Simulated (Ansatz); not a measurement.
The same path of BH4ISi (7 atoms, charge 0, multiplicity 1) was run 3 times with different band settings. The coordinate that changes most is the dihedral H5–B1–Si2–H6.

The calculation used RHF/def2-SVP in Ansatz.

Relaxed end points:

```xyz
7
Properties=species:S:1:pos:R:3
B -1.088 0.047 -0.678
Si 0.660 0.172 0.360
I 1.340 -2.016 1.322
H -1.703 -0.971 -0.794
H -1.517 1.041 -1.194
H 0.537 1.113 1.496
H 1.770 0.613 -0.513
```

```xyz
7
Properties=species:S:1:pos:R:3
B -1.094 0.012 -0.609
Si 0.633 0.314 0.410
I 1.534 -2.012 0.493
H -2.100 -0.275 -0.026
H -1.106 0.045 -1.806
H 0.487 0.770 1.808
H 1.646 1.146 -0.271
```

Common settings: spring 5.0 eV/Å²; optimiser quadratic models (default); start path IDPP; iteration limit 60; end points relaxed.

| run | movable images | climbing image | force threshold |
| --- | --- | --- | --- |
| 1 | 5 | yes | 0.05 eV/Å |
| 2 | 3 | no | 0.05 eV/Å |
| 3 | 5 | yes | 0.5 eV/Å |

What does each run give, and how far can it be trusted?

Run 1: converged after 5 iterations, highest image 0.000 eV above the first end. The highest image is an end point: on this band no image between the ends rises above it.
Run 2: converged after 4 iterations, highest image 0.000 eV above the first end. The highest image is an end point: on this band no image between the ends rises above it. So few images can step over the top or miss a turn of the path.
Run 3: converged after 2 iterations, highest image 0.009 eV above the first end. The threshold of 0.5 eV/Å is loose, so the images may lie well off the minimum-energy path. The order of the stationary point at the top wasn't checked.
